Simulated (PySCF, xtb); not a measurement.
BBrH2. Atoms are numbered in the order given.

```xyz
4

B      0.0000     0.0000     1.5596
H      0.0000     1.0471     2.1111
H      0.0000    -1.0471     2.1111
Br     0.0000     0.0000    -0.3434
```

Coordinates come from a B3LYP-D3(BJ)/def2-TZVP optimisation.

Method: C-PCM-ωB97X/def2-SVP (PySCF).

The values are the electrostatic part of the solvation free energy, E(continuum) − E(gas) at the gas-phase geometry, in a cavity of scaled van der Waals radii (PySCF's table); cavitation and dispersion terms are not included. In vacuum the orbital gap is 10.88 eV. The dipole moment in vacuum is 0.66 D.

Computed values in water (ε = 78.36), diethylether (ε = 4.24), acetone (ε = 20.49):
```csv
solvent,ε,ΔG(elec) (kcal/mol),dipole (D),gap (eV)
water,78.36,-0.7,0.88,11.05
diethylether,4.24,-0.5,0.82,11.01
acetone,20.49,-0.6,0.87,11.05
```

For comparison, GFN2-xTB/ALPB(water) (xtb, at the GFN2-xTB geometry, all terms of that model) gives -1.0 kcal/mol.
